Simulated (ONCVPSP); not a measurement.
Transferability test, ONCV potential for Gd (Z = 64)

Gd (Z = 64), optimised norm-conserving Vanderbilt (ONCV), made with ONCVPSP 4.0.1 (PBE, scalar-relativistic). Core [Kr], reference 4d10 4f7 5s2 5p6 5d1 (charge +2). Waves: 5s: rc 2.30 bohr, ncon 4, nbas 8, qcut 4 1/bohr, 3 projectors, debl 2 Ha; 5p: rc 2.60 bohr, ncon 4, nbas 8, qcut 4.3 1/bohr, 2 projectors, debl 1.1 Ha; 4d+5d: rc 1.25 bohr, ncon 4, nbas 9, qcut 9.8 1/bohr, 2 projectors; 4f: rc 1.45 bohr, ncon 3, nbas 8, qcut 14.1 1/bohr, 2 projectors, debl 3.7 Ha. Local part: polynomial inside 1.10 bohr (lpopt 5, dvloc0 1 Ha). Core correction: Teter function, fcfact 5.75, rcfact 1.75.

In the s channel the program set the typed energies aside and used -2.334, 0.050, 2.050 Ha. In the p channel the program set the typed energies aside and used -1.506, 0.050 Ha.

Energies are relative to the spin-unpolarised reference configuration 4d10 4f7 5s2 5p6 5d1; without spin polarisation the order of configurations can differ from experiment.

| valence configuration | charge | ΔE all-electron (eV) | error AE − PS (meV) |
| --- | --- | --- | --- |
| 4d10 4f7 5s2 5p6 5d0 | +3 | 19.835 | -0.6 |
| 4d10 4f7 5s2 5p6 5d1 6p1 | +1 | -8.524 | +3.1 |

(1) What are ΔE and the potential's error for 4d10 4f7 5s2 5p6 5d1 6s1?

(2) What are ΔE and the potential's error for 4d10 4f7 5s2 5p6 5d1 6s2?

Levels in the configuration 4d10 4f7 5s2 5p6 5d1 6s2:

```tsv
level	all-electron (eV)	pseudo (eV)
4d	-147.718	-147.614
4f	-8.697	-8.636
5s	-49.741	-49.716
5p	-27.265	-27.270
5d	-2.533	-2.538
6s	-4.126	-4.124
```

Note: no bound ghost flagged; GHOST(+) flagged for s at 34.0 eV, p at 74.7 eV.

Answers

(1) ΔE = -12.100 eV all-electron; the error (AE − PS) is +2.5 meV.

(2) ΔE = -18.745 eV all-electron; the error (AE − PS) is +2.7 meV.
